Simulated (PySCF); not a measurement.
Molfile (atoms numbered from 1):
```
C7H9FO
     RDKit          3D

 18 17  0  0  0  0  0  0  0  0999 V2000
    3.0138   -0.5603    0.3438 C   0  0  0  0  0  0  0  0  0  0  0  0
    1.7242   -0.5757    0.0071 C   0  0  0  0  0  0  0  0  0  0  0  0
    0.9500    0.6287   -0.1208 C   0  0  0  0  0  0  0  0  0  0  0  0
   -0.3667    0.6942   -0.4136 C   0  0  0  0  0  0  0  0  0  0  0  0
   -1.2674   -0.4903   -0.6269 C   0  0  0  0  0  0  0  0  0  0  0  0
   -1.8088   -1.0048    0.7092 C   0  0  0  0  0  0  0  0  0  0  0  0
   -1.0430    1.9835   -0.4929 C   0  0  0  0  0  0  0  0  0  0  0  0
   -2.1823    2.2175   -0.7300 O   0  0  0  0  0  0  0  0  0  0  0  0
   -0.2012    3.0443   -0.2545 F   0  0  0  0  0  0  0  0  0  0  0  0
    3.5867   -1.4660    0.4423 H   0  0  0  0  0  0  0  0  0  0  0  0
    3.5348    0.3631    0.5377 H   0  0  0  0  0  0  0  0  0  0  0  0
    1.2268   -1.5175   -0.1743 H   0  0  0  0  0  0  0  0  0  0  0  0
    1.4965    1.5495    0.0398 H   0  0  0  0  0  0  0  0  0  0  0  0
   -2.1063   -0.1805   -1.2522 H   0  0  0  0  0  0  0  0  0  0  0  0
   -0.7301   -1.2880   -1.1405 H   0  0  0  0  0  0  0  0  0  0  0  0
   -0.9942   -1.3095    1.3626 H   0  0  0  0  0  0  0  0  0  0  0  0
   -2.3789   -0.2248    1.2075 H   0  0  0  0  0  0  0  0  0  0  0  0
   -2.4627   -1.8571    0.5440 H   0  0  0  0  0  0  0  0  0  0  0  0
  1  2  2  0
  2  3  1  0
  3  4  2  0
  4  5  1  0
  5  6  1  0
  4  7  1  0
  7  8  2  0
  7  9  1  0
  1 10  1  0
  1 11  1  0
  2 12  1  0
  3 13  1  0
  5 14  1  0
  5 15  1  0
  6 16  1  0
  6 17  1  0
  6 18  1  0
M  END
```

[PySCF 2.14: σ from GIAO-PBE0/pcSseg-1; geometry: GFN2-xTB; averaged over atoms made equivalent by symmetry, fast rotation or ring inversion; in vacuum; non-relativistic Hamiltonian; one conformer]

δ = σ(ref) − σ, references computed at the same level: TMS for ¹³C (σref 186.93).

Q: Do the ¹³C shifts follow the atomic charges (in e)? Tabulate both.

A: 
```csv
atoms,hybridisation,δ (ppm),σ para (ppm),Hirshfeld,IAO,Mulliken,ESP-fitted
C7,sp2,166.6,-228,+0.22,+0.59,+0.68,+0.76
C3,sp2,153.3,-221,-0.02,-0.10,+0.04,-0.01
C2,sp2,140.3,-210,-0.04,-0.14,-0.18,-0.09
C1,sp2,137.9,-204,-0.07,-0.27,-0.11,-0.42
C4,sp2,137.0,-213,-0.01,-0.07,-0.49,-0.41
C5,sp3,24.7,-85,-0.07,-0.26,-0.15,+0.23
C6,sp3,17.5,-79,-0.12,-0.41,-0.27,-0.31
```

Correlation coefficients of δ with charge over these carbons: Hirshfeld +0.61, IAO +0.63, Mulliken +0.41, ESP-fitted +0.17; with the paramagnetic shielding -1.00. Among the 5 sp2 carbons alone: Hirshfeld +0.87, IAO +0.87, Mulliken +0.94, ESP-fitted +0.95. With so few points, grouped by hybridisation, these coefficients are fragile. Charge is one influence among several: hybridisation and low-lying excitations act through the paramagnetic term.

Shifts are as computed. Against solution values, carbons near 30 ppm lie about +3 ppm off and those near 130 ppm about +5 ppm. Of 1211 compounds with measured shifts, 218 miss one by over three times the rms of a fit or turn the order of signals round; such compounds aren't used in these exercises.
